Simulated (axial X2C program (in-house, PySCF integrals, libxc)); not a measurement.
# Worked dissociation energy of SnI: CCSD, scalar-relativistic

Calculated with an axial X2C code built on PySCF integrals. Spin-free means the one-electron spin-free X2C Hamiltonian. Basis: I dyall-cv3z [11s12p8d4f1g], Sn dyall-cv3z [11s12p9d4f1g] (cores contracted in-house); Gaussian nuclei, density fitting, unrestricted open shells. Masses: I 126.904 u, Sn 119.902 u.

Molecular state: M_S = 1/2, Λ = 1 (beyond evenly filled blocks: π+α).

Correlated methods: 11 electrons correlated (number of frozen shells: I 4 s, 3 p, 2 d; Sn 4 s, 3 p, 2 d), 307 virtual spin orbitals or spinors in MP2, 90 natural virtuals in coupled cluster.

- E(I) (2M_S = 1, M_L = 0): -7112.893546 hartree
- E(Sn) (2M_S = 2, M_L = 0): -6173.890008 hartree
- E(SnI) at Re: -13286.883429 hartree
- ωe: 194.0 cm⁻¹
- ωexe: 0.354 cm⁻¹

(1) Work out De and D0.

The state is a single determinant with fixed occupations, the lowest that a limited PBE0 search found. Dissociation energies refer to the lowest single-determinant-based atoms at the same level and basis. CCSD ran in a truncated set of natural virtual spinors with an MP2 remainder; without triples it tends to underbind. With the outer-core shells frozen, correlated bond lengths of heavy atoms tend to come out a few hundredths of an ångström too long. Spin-free De lacks the spin–orbit lowering of the heavy p-block atom, a tenth of an eV or more for 4p and 5p, up to an eV for 6p and one to two eV for 7p atoms, less what an open-shell molecule gains itself.

Each atomic determinant is the lowest at this level and need not be a pure term. Totals compare only within one Hamiltonian and basis.

Results:

(1) De = -7112.893546 + (-6173.890008) − (-13286.883429) = 0.09988 hartree = 2.718 eV. The zero-point energy is ωe/2 − ωexe/4 = 97 cm⁻¹ = 0.012 eV, so D0 = 2.706 eV.
